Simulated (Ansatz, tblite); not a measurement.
Isomers of Ge₃S₆ (singlet), found by a short tight-binding search and relaxed with r2SCAN-D4/def2-SVP in Ansatz.

The xTB rows come from tblite.

Other spin states weren't relaxed.

A:

```xyz
9

Ge   -1.581   -0.819   -0.582
Ge    0.049    0.060    2.590
Ge    1.711    0.369   -0.672
S     2.072   -0.278    1.338
S     2.580    0.321   -2.499
S    -0.666    1.954    1.360
S    -1.354   -1.509    1.432
S    -0.499    1.341   -0.603
S    -2.311   -1.440   -2.364
```

B:

Cartesian coordinates in Å:
```
Ge 1.8838 0.3072 -1.0692
Ge -0.0528 0.1305 2.1836
Ge -1.8312 -0.4376 -1.1146
S -1.9245 -0.3347 1.0957
S -3.5285 -0.8317 -2.1447
S -0.1003 0.2509 4.2036
S 3.6282 0.5853 -2.0576
S 0.0550 -0.1395 -2.2357
S 1.8703 0.4696 1.1391
```

Task: Estimate their order by electronic energy at PBE0-D4/def2-TZVP, counted from the lowest.

Result: A (0.0) < B (2.5), in kcal/mol.

Task: Do the other levels pick the same lowest one?

Result: Not GFN1-xTB, r2SCAN-D4/def2-TZVP. Energies above each level's lowest (kcal/mol):

```csv
level,A,B
GFN1-xTB,40.0,0.0
GFN2-xTB,0.0,17.7
PBE-D4/def2-TZVP,0.0,5.6
r2SCAN-D4/def2-TZVP,0.5,0.0
PBE0-D4/def2-TZVP,0.0,2.5
```
Point groups (tolerance 0.1 Å): A Cs, B D3h. Lower isomers may exist.
